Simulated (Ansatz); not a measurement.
Reaction (formal exchange of groups at a Mg–C bond): `[CH3][Mg][O][SiH3]` + `CN([SiH3])[SiH3]` → `[SiH3][O][Mg][N]([SiH3])[SiH3]` + `CC`

Computed with Ansatz on PBE0-D4/def2-TZVP structures; ΔE is electronic, products minus reactants. CBS: MP2 limit from def2 TZ/QZ plus the TZ coupled-cluster correction, frozen cores. This one scheme is used for every species. DFT in def2-TZVPP. HSE06 is defined as in plane-wave codes. For Mg outer-core shells are correlated without core-valence functions, which leaves a few kJ/mol of doubt a bond. One conformer a species, not always the lowest.

Is it downhill or uphill in electronic energy at CCSD(T)/CBS, and by how much? (An estimate is asked.)

The calculation gave: Downhill: ΔE = -145.3 kJ/mol.

What do these levels give: revPBE-D4, HSE06-D4, PBE, PBE0, r2SCAN0, MP2/def2-SVP? (Estimate.)

Computed: revPBE-D4 -128.8, HSE06-D4 -135.5, PBE -129.1, PBE0 -135.8, r2SCAN0 -144.5, MP2/def2-SVP -151.9 kJ/mol.

Largest T1 diagnostic among the species: 0.011.

From PBE to PBE0 (25 % exact exchange), in def2-TZVPP and without D4, ΔE moves by −6.8 kJ/mol. Leaving LDA and LC-ωPBE aside and taking each functional with its dispersion term where it has one, the values, not all of them listed here, spread over 16.3 kJ/mol, from r2SCAN0-D4 to BLYP-D4. LDA lies +7.9 kJ/mol from PBE without D4. At CCSD(T), def2-SVP lies −3.8 kJ/mol from the extrapolated value and def2-TZVPP +3.7 kJ/mol.
